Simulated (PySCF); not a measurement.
Si(CCH)2(F)(H) (C₄H₃FSi), SMILES C#C[SiH](F)C#C.

Geometry optimised at ωB97X-D3(BJ)/def2-SVP. This is a generated structure with no PubChem entry under its InChIKey; it may be hypothetical.

These are PBE/def2-TZVP (PySCF) values and carry that method's errors.

```json
{
  "total_energy": "-543.17278 hartree",
  "point_group": "Cs",
  "highest_occupied_level": "-7.29 eV",
  "lowest_empty_level": "-2.18 eV",
  "orbital_gap": "5.11 eV",
  "dipole_moment": "1.96 D",
  "quadrupole, principal values (traceless, Buckingham form, about the centre of nuclear charge)": "-9.55, -1.47, 11.01 D·Å",
  "mean_static_polarisability": "66.0 bohr³ (9.78 Å³)",
  "polarisability_principal_values": "44.4, 62.3, 91.3 bohr³"
}
```
